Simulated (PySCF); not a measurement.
## Calculated data, C$_{3}$H$_{8}$B, CH$_{6}$BOSi, C$_{2}$H$_{9}$BSi, CH$_{8}$BNSi

Calculation on a computer-drawn molecule: the log of a Hartree-Fock and frozen-core CCSD(T) single point meant for a local Hartree-Fock minimum, with one planted fault or none, to be diagnosed. Offsets are logged minus clean, where the clean run is the same molecule without the fault. The reference is restricted for singlets and unrestricted otherwise, and also for a bond in bohr or an excited solution. Adding or removing an electron swaps singlet and doublet. The excited solution moves the top pair (singlet) or top alpha electron (doublet) to the lowest empty orbital. Highest occupied and lowest empty are orbital energies over both spins, largest force is the largest gradient component, triples share is (T) over the correlation energy, the T1 limit is 0.02 restricted and 0.045 unrestricted, electrons count all cores, a negative frequency is imaginary (commonest isotopes), and the dipole is about the centre of nuclear charge. Program: PySCF 2.14.0.

Common to all runs: logged SCF converged yes; possible faults no fault, one electron removed, one electron added, multiplicity raised by two, geometry at a saddle point, SCF held on an excited solution, minimal basis STO-3G, one bond length entered in bohr, all coordinates scaled.

```json
{"entry": 1, "formula": "C3H8B", "logged_structure": {"atoms_angstrom": [["C", 0.2084, -1.3051, 0.3557], ["B", -0.6325, -1.1488, 1.687], ["C", -2.0822, -0.6273, 1.777], ["C", -2.9699, -0.1737, 0.6539], ["H", 1.1311, -0.7176, 0.4368], ["H", 0.5336, -2.3474, 0.2507], ["H", -0.3005, -1.0134, -0.5651], ["H", -0.098, -1.463, 2.7229], ["H", -2.5504, -0.5678, 2.7581], ["H", -3.8863, -0.7729, 0.6198], ["H", -2.4865, -0.2403, -0.3204], ["H", -3.2852, 0.8644, 0.806]]}, "given": {"meant_charge": 0, "meant_multiplicity": 2, "meant_basis": "cc-pVDZ", "logged_electrons": 31, "logged_basis_functions": 96, "logged_spin_squared": 0.7582, "logged_highest_occupied [eV]": -9.8338, "logged_lowest_empty [eV]": 1.61, "logged_largest_force [hartree/bohr]": 1.6916e-05, "logged_lowest_frequency [cm^-1]": 72.907, "logged_T1_diagnostic": 0.011571, "logged_D1_diagnostic": 0.049042, "logged_triples_share": 0.026782, "logged_CC_converged": "yes", "logged_dipole_magnitude [debye]": 0.99459, "logged_SCF_stable_within_its_kind": "yes", "logged_energy_HF [hartree]": -142.92399, "logged_energy_CCSD(T) [hartree]": -143.48886, "drawn_bonds_atom": [1, 2, 3, 1, 1, 1, 2, 3, 4, 4, 4], "drawn_bonds_other_atom": [2, 3, 4, 5, 6, 7, 8, 9, 10, 11, 12], "drawn_bonds_order": [1, 1, 1, 1, 1, 1, 1, 1, 1, 1, 1]}, "results": {"planted_fault": "no fault", "HF_energy_offset_from_clean_run [kcal/mol]": 0.0, "CCSD(T)_energy_offset_from_clean_run [kcal/mol]": 0.0}}
{"entry": 2, "formula": "CH6BOSi", "logged_structure": {"atoms_angstrom": [["C", 0.153, -2.3339, 1.0112], ["B", -0.1951, -2.3114, -0.5038], ["Si", 0.0599, -0.6398, -1.6772], ["O", 1.3258, -0.3858, -2.5886], ["H", 0.5039, -3.3206, 1.3213], ["H", 0.8304, -1.5645, 1.3795], ["H", -0.8161, -2.1923, 1.5197], ["H", -0.6927, -3.227, -1.0862], ["H", -0.8792, 0.4711, -1.8254], ["H", 2.1053, -0.9128, -2.7252]]}, "given": {"meant_charge": 1, "meant_multiplicity": 1, "meant_basis": "cc-pV(D+d)Z", "logged_electrons": 38, "logged_basis_functions": 30, "logged_spin_squared": 0.0, "logged_highest_occupied [eV]": -15.459, "logged_lowest_empty [eV]": -1.1825, "logged_largest_force [hartree/bohr]": 0.036184, "logged_T1_diagnostic": 0.022631, "logged_D1_diagnostic": 0.099957, "logged_triples_share": 0.030971, "logged_CC_converged": "yes", "logged_dipole_magnitude [debye]": 1.0588, "logged_SCF_stable_within_its_kind": "yes", "logged_energy_HF [hartree]": -424.52799, "logged_energy_CCSD(T) [hartree]": -424.74901, "drawn_bonds_atom": [1, 2, 3, 1, 1, 1, 2, 3, 4], "drawn_bonds_other_atom": [2, 3, 4, 5, 6, 7, 8, 9, 10], "drawn_bonds_order": [1, 1, 1, 1, 1, 1, 1, 1, 1]}, "results": {"planted_fault": "minimal basis STO-3G", "HF_energy_offset_from_clean_run [kcal/mol]": 3187, "CCSD(T)_energy_offset_from_clean_run [kcal/mol]": 3393}, "notes": ["T1 above single-reference limit"]}
{"entry": 3, "formula": "CH6BOSi", "logged_structure": {"atoms_angstrom": [["C", 0.153, -2.3339, 1.0112], ["B", -0.1951, -2.3114, -0.5038], ["Si", 0.0599, -0.6398, -1.6772], ["O", 1.3258, -0.3858, -2.5886], ["H", 0.5039, -3.3206, 1.3213], ["H", 0.8304, -1.5645, 1.3795], ["H", -0.8161, -2.1923, 1.5197], ["H", -0.6927, -3.227, -1.0862], ["H", -0.8792, 0.4711, -1.8254], ["H", 2.1053, -0.9128, -2.7252]]}, "given": {"meant_charge": 1, "meant_multiplicity": 1, "meant_basis": "cc-pV(D+d)Z", "logged_electrons": 38, "logged_basis_functions": 95, "logged_spin_squared": 0.0, "logged_highest_occupied [eV]": -16.848, "logged_lowest_empty [eV]": -4.4109, "logged_largest_force [hartree/bohr]": 2.8706e-05, "logged_lowest_frequency [cm^-1]": 42.241, "logged_T1_diagnostic": 0.015413, "logged_D1_diagnostic": 0.052373, "logged_triples_share": 0.025911, "logged_CC_converged": "yes", "logged_dipole_magnitude [debye]": 0.58291, "logged_SCF_stable_within_its_kind": "yes", "logged_energy_HF [hartree]": -429.60697, "logged_energy_CCSD(T) [hartree]": -430.15586, "drawn_bonds_atom": [1, 2, 3, 1, 1, 1, 2, 3, 4], "drawn_bonds_other_atom": [2, 3, 4, 5, 6, 7, 8, 9, 10], "drawn_bonds_order": [1, 1, 1, 1, 1, 1, 1, 1, 1]}, "results": {"planted_fault": "no fault", "HF_energy_offset_from_clean_run [kcal/mol]": 0.0, "CCSD(T)_energy_offset_from_clean_run [kcal/mol]": 0.0}}
{"entry": 4, "formula": "C2H9BSi", "logged_structure": {"atoms_angstrom": [["C", -0.5469, -0.8331, -0.8216], ["B", 0.4906, 0.1394, -0.1411], ["Si", 0.7263, 2.0956, -0.6996], ["C", 2.3994, 2.8414, -0.2407], ["H", -1.0084, -1.529, -0.1154], ["H", 0.0468, -1.4537, -1.5123], ["H", -1.3239, -0.3489, -1.4166], ["H", 1.1818, -0.3142, 0.738], ["H", 0.5078, 2.2454, -2.1661], ["H", -0.3557, 2.872, -0.0256], ["H", 2.5687, 2.7782, 0.8378], ["H", 2.4564, 3.8933, -0.5323], ["H", 3.2147, 2.3092, -0.7392]]}, "given": {"meant_charge": 0, "meant_multiplicity": 1, "meant_basis": "cc-pV(D+d)Z", "logged_electrons": 40, "logged_basis_functions": 33, "logged_spin_squared": 0.0, "logged_highest_occupied [eV]": -8.8007, "logged_lowest_empty [eV]": 6.7232, "logged_largest_force [hartree/bohr]": 0.032702, "logged_T1_diagnostic": 0.0047876, "logged_D1_diagnostic": 0.019747, "logged_triples_share": 0.0071903, "logged_CC_converged": "yes", "logged_dipole_magnitude [debye]": 0.46084, "logged_SCF_stable_within_its_kind": "yes", "logged_energy_HF [hartree]": -390.03202, "logged_energy_CCSD(T) [hartree]": -390.27604, "drawn_bonds_atom": [1, 2, 3, 1, 1, 1, 2, 3, 3, 4, 4, 4], "drawn_bonds_other_atom": [2, 3, 4, 5, 6, 7, 8, 9, 10, 11, 12, 13], "drawn_bonds_order": [1, 1, 1, 1, 1, 1, 1, 1, 1, 1, 1, 1]}, "results": {"planted_fault": "minimal basis STO-3G", "HF_energy_offset_from_clean_run [kcal/mol]": 2859, "CCSD(T)_energy_offset_from_clean_run [kcal/mol]": 3059}}
{"entry": 5, "formula": "CH8BNSi", "logged_structure": {"atoms_angstrom": [["C", -2.0817, -2.1622, -0.2749], ["B", -0.9299, -1.1513, 0.0942], ["Si", -1.2195, 0.8532, 0.3369], ["N", -0.0754, 1.5017, 1.4665], ["H", -1.7526, -2.9628, -0.9432], ["H", -2.9939, -1.71, -0.6697], ["H", -2.3519, -2.6525, 0.6743], ["H", 0.1785, -1.6043, 0.2475], ["H", -2.575, 1.1696, 0.8568], ["H", -1.1582, 1.4645, -1.0285], ["H", -0.1395, 2.4718, 1.7161], ["H", 0.8898, 1.2498, 1.3545]]}, "given": {"meant_charge": 0, "meant_multiplicity": 1, "meant_basis": "cc-pV(D+d)Z", "logged_electrons": 40, "logged_basis_functions": 105, "logged_spin_squared": 0.0, "logged_highest_occupied [eV]": -4.9132, "logged_lowest_empty [eV]": -3.1338, "logged_largest_force [hartree/bohr]": 0.10123, "logged_CC_converged": "no", "logged_dipole_magnitude [debye]": 3.389, "logged_SCF_stable_within_its_kind": "no", "logged_energy_HF [hartree]": -410.20388, "drawn_bonds_atom": [1, 2, 3, 1, 1, 1, 2, 3, 3, 4, 4], "drawn_bonds_other_atom": [2, 3, 4, 5, 6, 7, 8, 9, 10, 11, 12], "drawn_bonds_order": [1, 1, 1, 1, 1, 1, 1, 1, 1, 1, 1]}, "results": {"planted_fault": "SCF held on an excited solution", "HF_energy_offset_from_clean_run [kcal/mol]": 252.7}, "notes": ["CCSD not converged"]}
```
